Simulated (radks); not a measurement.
Neutral arsenic inside a hard spherical wall (all orbitals vanish at R), configuration held at [Ar] 3d10 4s2 4p3 and not refilled when levels cross. All-electron calculation, non-relativistic Kohn-Sham, PBE, spin-unpolarised, spherical densities, point nucleus. Program: a radial shooting solver on a logarithmic mesh with Libxc functionals. Eigenvalues in eV, with the zero of energy where the potential of the charges vanishes at infinity; a dash marks a level that is unbound or too diffuse for the functional's potential to be trusted. A positive occupied level is held by the wall or, in an anion where self-interaction has pushed it up, behind a barrier. The pressure on the wall is -dE/dV.

R (bohr)  E (hartree)  kinetic (hartree)    e(3p)    e(3d)    e(4s)   e(4p)  e(5s, empty)  e(5p, empty)  pressure (GPa)
free      -2235.46956           2234.067  -132.27  -41.726  -14.054  -5.231             -             -               0
20        -2235.46956           2234.067  -132.27  -41.726  -14.054  -5.231             -             -        < 0.0001
8         -2235.46748           2234.085  -132.12  -41.573  -13.932  -5.110         1.362         3.990          0.0932
7         -2235.46247           2234.120  -131.87  -41.328  -13.743  -4.911         2.764         6.156           0.417
5         -2235.38064           2234.557  -129.73  -39.206  -12.161  -3.043        11.685        17.978            11.0
4         -2235.12007           2235.688  -125.90  -35.443   -9.112   0.801        26.700        35.676            72.8
2         -2225.90680           2264.476  -87.249    2.955   50.627  70.466        239.87        257.90           11700
1.5       -2204.56987           2325.685  -41.696   51.813   165.36  191.47        545.53        558.51           85100
